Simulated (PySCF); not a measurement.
Level of theory: B3LYP in PySCF with B def2-TZVP, Br def2-TZVP; no relativity; density-fitted integrals. Open shells, if any, are unrestricted.

Task: What shape and geometry does isolated singlet BBr3 take (every ligand bound to B)?

Result: Counting electrons, boron keeps none of its valence electrons outside its bonds, so the VSEPR class is AX3 and the expected shape is trigonal planar (D3h), as computed. The lowest minimum found is a singlet of D3h symmetry with B–Br 1.909 Å (×3); Br–B–Br 120.0° (×3). Its harmonic wavenumbers are 151 (e'), 277 (a1'), 386 (a2''), 800 (e') cm⁻¹ and its dipole moment is 0.00 D.
